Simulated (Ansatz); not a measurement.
Computed with Ansatz on PBE0-D4/def2-TZVP structures; ΔE is electronic, products minus reactants. CCSD(T)/CBS is the MP2 limit (def2-TZVPP, def2-QZVPP) plus CCSD(T) − MP2 in def2-TZVPP, frozen cores. This one scheme is used for every species, atoms too. DFT in def2-TZVPP. Open shells (•) are unrestricted, without spin–orbit coupling. Spin–orbit coupling would lower the free atoms: a little for C, F, Si. Each species was taken in one conformer, which may not be the lowest.

`F[SiH2]C[SiH2]F` → C• + 2 F• + 6 H• + 2 Si•  (atomization)

`F[SiH2]C[SiH2]F`:

Z-matrix (Å, degrees):
```
Si
C 1 1.856
F 1 1.602 2 109.0
H 1 1.483 2 111.2 3 -118.3
H 1 1.483 2 111.2 3 118.3
Si 2 1.856 1 116.7 3 179.8
H 2 1.097 1 108.1 3 57.8
H 2 1.096 1 108.1 3 -58.2
F 6 1.602 2 109.0 1 179.9
H 6 1.483 2 111.2 1 61.5
H 6 1.483 2 111.2 1 -61.8
```

CCSD(T)/CBS gives +4020.4 kJ/mol.

(1) Another level gave +3957.2 kJ/mol. Which?
A. PBE0-D4/def2-TZVPP
B. revPBE-D4/def2-TZVPP
C. r2SCANh-D4/def2-TZVPP
D. PBE-D4/def2-TZVPP

Largest T1 diagnostic among the species: 0.012.

## Answers

(1) A. PBE0-D4 3957.2, r2SCANh-D4 3982.2, PBE-D4 3998.2, revPBE-D4 3914.4 kJ/mol.

At CCSD(T), def2-SVP lies −288.6 kJ/mol from the extrapolated value and def2-TZVPP −106.1 kJ/mol: correlation converges slowly with the basis, and small sets miss more of it in the bonded molecule than in its fragments. From r2SCAN to r2SCAN0 (25 % exact exchange), in def2-TZVPP and without D4, ΔE moves by −50.6 kJ/mol: exact exchange takes away binding that semilocal exchange gives to molecules.

For atomizations the MP2-based limit and the directly extrapolated one differ by several kJ/mol either way, and by 10 to 25 for some Ge, Se and Sn compounds, so smaller differences from it don't rank the levels.
